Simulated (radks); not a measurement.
The numbers below are computed, except where a source is named.
Valence configurations of the fluorine ion F+ (all share [He]). Level of theory: non-relativistic Kohn-Sham, r2SCAN, spin-unpolarised, spherical densities, point nucleus; meta-GGA in the generalised Kohn-Sham scheme (a radial shooting solver on a logarithmic mesh with Libxc functionals). Energies are relative to 2s2 2p4; eigenvalues in eV.

valence      E (eV)    e(2p)    e(2s)
2s2 2p4       0.000  -28.783  -49.064
2s1 2p5      20.263  -28.975  -49.218
2s1.5 2p4.5  10.136  -28.880  -49.142
2p6          40.485  -29.156        -
2s0.5 2p5.5  30.380  -29.067  -49.291

NIST lists [He] 2s2 2p4 as the ground configuration; this level of theory agrees among the configurations tried. The energies are those of spherical spin-averaged densities, not of single terms.
